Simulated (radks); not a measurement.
Results of a calculation; reference values are marked as such.
Cl XVII, 1 electrons, occupied as 1s1.

Level of theory: Dirac Kohn-Sham, BLYP, spin-unpolarised, spherical densities, finite nucleus; Fermi nuclear charge, rms radius 3.3654 fm (a radial shooting solver on a logarithmic mesh with Libxc functionals).

Energy parts (eV):
part                     energy
total                 -3922.571
kinetic                3952.941
electron-nucleus      -7900.143
Hartree                 144.755
exchange-correlation   -120.123

Orbitals (lengths in bohr, moments of r in powers of bohr; r(90%) holds 90 % of the orbital's charge):
orbital  occ.  eigenvalue (eV)  r(90%)      <r^4>      <r>
1s1/2       1        -3808.847   0.157  0.0002737  0.08823

The highest occupied level is 1s1/2 at -3808.8 eV. Summed over all electrons, <r^2> = 0.01041 bohr^2, which gives a Langevin (diamagnetic) susceptibility term of -0.00824 x 10^-6 cm^3/mol. The electron density at the nucleus is 1736 e/bohr^3. For comparison, the ionisation energy in NIST's Atomic Spectra Database is 3946.3 eV (theoretical). In exact Kohn-Sham theory the highest level is minus the ionisation energy, but local and semilocal functionals leave it too shallow, through self-interaction and a potential that decays too fast; potentials with the right tail come closer.

Beside tabulated values, note that spin-unpolarised runs miss the spin-polarisation part of the exchange energy of open shells.
